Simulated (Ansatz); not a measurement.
```xyz
9

C     2.0115   -0.9554    0.1993
C     0.6958   -0.3735    0.0843
N    -0.3503    0.0884   -0.0065
Cu   -2.0071    0.8127   -0.1455
O    -3.6768    1.4239   -0.2388
H     2.1686   -1.6813   -0.6004
H     2.7699   -0.1742    0.1255
H     2.1116   -1.4588    1.1624
H    -3.7232    2.3182   -0.5802
```

Charge 0, multiplicity 1.

(1) List the PBE0/def2-TZVPP orbital energies in eV (the Gaussian-basis code of Ansatz). (Best estimate.)

Results:

(1) The calculation gave: Occupied: -8797.90, -1059.09, -927.60, -927.53, -927.52, -519.93, -393.25, -280.94, -280.50, -118.05, -76.78, -76.54, -76.51, -27.24, -24.48, -22.94, -15.88, -14.13, -14.11, -14.11, -11.31, -11.28, -10.90, -8.14, -8.09, -7.54, -7.54, -7.07, -6.03, -5.79. Lowest empty: -0.61, -0.57, 0.05, 1.02, 2.37, 2.40, 2.61, 2.79.
